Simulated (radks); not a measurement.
Spherical quantum dot in the effective-mass picture: electrons in a parabolic well V = omega^2 r^2 / 2 with omega = 0.582, all in effective atomic units (hartree* = m*/eps^2 hartree, bohr* = eps/m* bohr), one dielectric constant everywhere. Method: non-relativistic Kohn-Sham, LDA (Slater exchange, Perdew-Wang correlation), spin-polarised, spherical densities; computed with a radial shooting solver with Libxc functionals. Levels are named by radial order and angular momentum (1s, 1p, 1d, 2s, ...), and open shells are averaged over m.

N = 36, configuration 1s2 1p6 1d10 2s2 1f14 2p(up 2, down 0). This is the lowest configuration that the search found. Occupied and some empty levels:

| level | occupation | eigenvalue (hartree*) | <r> (bohr*) |
|---|---|---|---|
| 1s up | 1 | 10.833 | 2.687 |
| 1s down | 1 | 10.853 | 2.753 |
| 1p up | 3 | 11.012 | 3.329 |
| 1p down | 3 | 11.023 | 3.359 |
| 1d up | 5 | 11.219 | 3.749 |
| 1d down | 5 | 11.226 | 3.757 |
| 2s up | 1 | 11.273 | 3.141 |
| 2s down | 1 | 11.293 | 3.100 |
| 1f up | 7 | 11.452 | 4.060 |
| 1f down | 7 | 11.459 | 4.059 |
| 2p up | 2 | 11.549 | 3.445 |
| 2p down | 0 | 11.570 | 3.451 |
| 1g up | 0 | 11.712 | 4.310 |
| 1g down | 0 | 11.719 | 4.307 |
| 2d up | 0 | 11.850 | 3.758 |
| 2d down | 0 | 11.866 | 3.779 |
| 3s up | 0 | 11.900 | 3.471 |
| 3s down | 0 | 11.915 | 3.468 |

Energy (hartree*): total 252.332, kinetic 16.907, external 90.081, Hartree 157.41, exchange-correlation -12.065.

Electron density:

| r (bohr*) | n(r) (e/bohr*^3) |
|---|---|
| 0.154 | 0.08506 |
| 0.540 | 0.08432 |
| 0.926 | 0.08227 |
| 1.31 | 0.07880 |
| 1.70 | 0.07511 |
| 2.08 | 0.07350 |
| 2.47 | 0.07557 |
| 2.86 | 0.08025 |
| 3.25 | 0.08365 |
| 3.63 | 0.08095 |
| 4.02 | 0.06958 |
| 4.40 | 0.05131 |
| 4.79 | 0.03166 |
| 5.18 | 0.01600 |
| 5.56 | 0.006529 |
| 5.95 | 0.002145 |
| 6.33 | 0.0005646 |
| 6.72 | 0.0001190 |
| 7.11 | 0.00002018 |
| 7.49 | 2.771e-06 |
